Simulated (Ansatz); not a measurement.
# Which is lower?

Two relaxed structures of ZnHSO (charge -1), closed shell (PBE0-D4/def2-TZVPD; forces vanish, vibrations not checked).

A:

O1  (-0.934, 0.848, -0.783)
Zn2  (-1.049, -0.031, 1.078)
S3  (-0.599, -0.057, -2.065)
H4  (0.754, -0.209, -2.001)
(Å)

B:

```
atom    x (Å)    y (Å)    z (Å)
  O1  -0.1810   0.1018   2.4407
 Zn2  -0.2576   0.1360   0.7339
  S3  -0.3712   0.1882  -1.4968
  H4   0.8098  -0.4260  -1.6778
```

Ansatz 0.2.0; basis: def2-TZVPPD; cores frozen in the correlated methods. The 3s and 3p shells of Cu and Zn are frozen; filled d shells are correlated. B3LYP uses VWN-RPA correlation.

(1) Which structure is lower at CCSD(T), and by how much? (An estimate is asked for; the value comes from the calculation.)

The T1 diagnostic stays at or below 0.027.

## Answers

(1) By the calculation: B, by 0.957 eV (electronic energy, against the other). By their contacts, A is ZnHSO ([SH][O][Zn]), total charge -1 and B is ZnHSO ([O][Zn][SH]), total charge -1.

All methods give the same order:

```csv
method,E(B) − E(A) (eV)
PBE-D4,-0.937
r2SCAN-D4,-1.039
PBE0-D4,-0.767
B3LYP-D4,-0.694
wB97M-V,-0.787
HF,-0.124
MP2,-1.432
CCSD,-0.792
CCSD(T),-0.957
```

Labels in which every atom is bracketed show which atoms are joined, not bond orders.

For scale, one of the runs: CCSD(T)/def2-TZVPPD, 175 basis functions, launched by `ansatz run in.yaml --threads 2 --pin off --events-out ev --progress --plain --max-ram 4352MiB`. Hardware: 2 CPU threads of an Arm Neoverse V1, shared host. Wall time 49 s; peak host memory 1.5 GiB.
